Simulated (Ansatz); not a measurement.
Relaxed structures of H2TeO2, closed shell (PBE0-D4/def2-TZVP; forces vanish, vibrations not checked; lower isomers may exist, and structures with a doubtful reference or unclear bonds are left out; Å). Program: Ansatz 0.2.0. Basis: def2-TZVPP. Cores are frozen in the correlated methods. Filled d shells of the heavier atoms are correlated. Core potentials replace the inner electrons of the atoms past krypton. The def2 sets are not built for correlating such inner shells, so the correlated values are less sure here.

(1) Rank them by CCSD(T) energy, lowest first, and give each one's height above the lowest. Links in brackets join atoms within 1.22 times the sum of their covalent radii (1.1 for two metals). (To be estimated.)
A.
H₂TeO₂ ([O][TeH][OH])
```
5
angstrom
O -0.9967 -0.5085 -0.5796
Te 0.2560 -1.2048 0.4889
O 1.4522 0.2920 0.8023
H -0.5015 -1.0382 2.0086
H 0.9583 1.1094 0.6526
```
B.
H₂TeO₂ ([OH][Te][OH])
```
5
angstrom
O -0.8895 -0.6574 -1.0633
Te -0.1139 -0.9126 0.7065
O 1.3964 0.3099 0.5550
H -1.5161 0.0716 -1.0331
H 1.1232 1.1885 0.8350
```
C.
H₂TeO₂ ([OH][O][TeH])
```
5
angstrom
O 0.0557 -0.5725 0.6216
Te -0.9066 -0.7618 -1.0929
O 1.2401 0.2199 0.4881
H -1.8225 0.6180 -0.8930
H 0.9588 1.0483 0.8990
```

No T1 diagnostic of these runs exceeds 0.020.

Answers

(1) The calculation gives: B (0.0 kJ/mol), A (119.8 kJ/mol), C (295.0 kJ/mol). Heights count from the lowest.

For scale, one of the runs: CCSD(T)/def2-TZVPP, 140 basis functions, launched by `ansatz run in.yaml --threads 2 --pin off --events-out ev --progress --plain --max-ram 4352MiB`. Time: 43 s of wall clock on 2 CPU threads of an Intel Xeon Platinum 8259CL; the host was shared. Peak host memory: 1 GiB.
